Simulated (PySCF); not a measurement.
**Computed spin Hamiltonian**

Species: C5H3ClFO (doublet state).
Z-matrix (Å and degrees, GFN2-xTB geometry), rows numbered from 1:
```
C 
C   1  1.4959
C   2  1.3148  1  122.32
F   3  1.3260  2  129.09  1  -174.57
C   2  1.4826  1  116.56  3   172.65
Cl  5  1.7494  2  118.61  1   -25.83
C   5  1.3084  2  125.00  1   160.80
O   7  1.1589  5  175.96  2   -90.55
H   1  1.0885  2  110.47  3  -109.08
H   1  1.0852  2  109.91  3    11.31
H   1  1.0880  2  109.82  3   131.75
```

The hyperfine couplings belong to this conformer and change with its torsions.

The species is `C/C(=[C]/F)C(Cl)=C=O` [radical].

Computed with PySCF, UKS B3LYP, pcH-1 on C Cl F H O, non-relativistic, mean-field spin-orbit, GIAO. The structure is a single GFN2-xTB conformer in the gas phase; no vibrational or solvent corrections. A GFN2-xTB geometry isn't a minimum of the functional, and hyperfine couplings can be far from their values at a DFT geometry. The frame is twisted about the C2–C5 bond at this geometry (dihedral C1–C2–C5–Cl6 = -26°); couplings at other torsion angles weren't computed. Stability of the SCF solution: not tested.

- g1, g2, g3: 2.00189, 2.00245, 2.00411
- g_iso: 2.00282
- Form of g: rhombic: the two nearest values differ by 25 % of g3 − g1
- ⟨S²⟩: 0.7598 (exact 0.7500)
- Total energy: -827.46807 Eh
- Basis functions: 240

Hyperfine couplings atom by atom, in 10⁻⁴ cm⁻¹; T1 to T3 are the principal values of the dipolar part; ρ(0) is the spin density at the nucleus (1 × 10⁻⁴ cm⁻¹ = 2.998 MHz):

```json
{"atom": "C1", "isotope": "13C", "a_iso": "4.6", "of which spin–orbit": "0.0", "T1": "-0.7", "T2": "-0.6", "T3": "1.4", "Mulliken spin population": "0.01", "ρ(0) (bohr⁻³)": "0.0122"}
{"atom": "C2", "isotope": "13C", "a_iso": "30.3", "of which spin–orbit": "0.0", "T1": "-7.5", "T2": "-0.7", "T3": "8.2", "Mulliken spin population": "-0.11", "ρ(0) (bohr⁻³)": "0.0808"}
{"atom": "C3", "isotope": "13C", "a_iso": "187.5", "of which spin–orbit": "0.0", "T1": "-26.0", "T2": "-16.8", "T3": "42.8", "Mulliken spin population": "0.95", "ρ(0) (bohr⁻³)": "0.4999"}
{"atom": "F4", "isotope": "19F", "a_iso": "121.8", "of which spin–orbit": "0.3", "T1": "-90.6", "T2": "-67.8", "T3": "158.4", "Mulliken spin population": "0.08", "ρ(0) (bohr⁻³)": "0.0866"}
{"atom": "C5", "isotope": "13C", "a_iso": "18.5", "of which spin–orbit": "0.0", "T1": "-1.6", "T2": "-1.2", "T3": "2.9", "Mulliken spin population": "0.05", "ρ(0) (bohr⁻³)": "0.0494"}
{"atom": "Cl6", "isotope": "35Cl", "a_iso": "0.3", "of which spin–orbit": "0.0", "T1": "-1.1", "T2": "-0.6", "T3": "1.6", "Mulliken spin population": "0.01", "ρ(0) (bohr⁻³)": "0.0020"}
{"atom": "C7", "isotope": "13C", "a_iso": "-0.6", "of which spin–orbit": "0.0", "T1": "-0.9", "T2": "0.2", "T3": "0.7", "Mulliken spin population": "0.00", "ρ(0) (bohr⁻³)": "-0.0017"}
{"atom": "O8", "isotope": "17O", "a_iso": "-0.2", "of which spin–orbit": "0.0", "T1": "-1.6", "T2": "0.4", "T3": "1.2", "Mulliken spin population": "0.01", "ρ(0) (bohr⁻³)": "0.0010"}
{"atom": "H9", "isotope": "1H", "a_iso": "-1.7", "of which spin–orbit": "0.0", "T1": "-0.7", "T2": "-0.7", "T3": "1.4", "Mulliken spin population": "0.00", "ρ(0) (bohr⁻³)": "-0.0011"}
{"atom": "H10", "isotope": "1H", "a_iso": "-0.5", "of which spin–orbit": "0.0", "T1": "-1.7", "T2": "-1.2", "T3": "2.9", "Mulliken spin population": "0.00", "ρ(0) (bohr⁻³)": "-0.0003"}
{"atom": "H11", "isotope": "1H", "a_iso": "-3.0", "of which spin–orbit": "0.0", "T1": "-0.7", "T2": "-0.6", "T3": "1.3", "Mulliken spin population": "0.00", "ρ(0) (bohr⁻³)": "-0.0020"}
```

Largest spin populations (Mulliken): C3 (+0.95), C2 (-0.11) and F4 (+0.08). C3 is the only atom above +0.15. The positive populations add up to 1.12 and the negative ones to -0.12, together 2S = 1.

Axes: g1 points within 12° of the C2–C5 bond.

Under fast tumbling the dipolar parts average out, and these isotropic splittings remain: 1 × 19F (F4, I = 1/2, 2 lines) with 13.02 mT, 3 × 1H (H9/H10/H11, I = 1/2, 4 lines) with 0.18 mT and 1 × 35Cl (Cl6, I = 3/2, 4 lines) with 0.03 mT.

Nuclei that the bonding pattern makes equivalent are averaged, as if the motion that swaps them (rotation, inversion, ring flip) were fast. The three 1H nuclei of mean -5.2 MHz run from -9.0 to -1.4 MHz in the frozen geometry.

Main isotope only: 35Cl (natural samples also hold 24 % 37Cl, magnetic too, which adds its own pattern).

The 13C coupling of C3 (562.0 MHz) shows only in satellite lines or after enrichment, since that isotope makes up about 1.07 % of natural carbon.

The run took 67 s of wall time (with the writing of density and orbital grids) on one thread of an Arm Neoverse V1, shared host with 32 logical CPUs at a one-minute load of 18, and the process peaked at 0.93 GiB of memory.
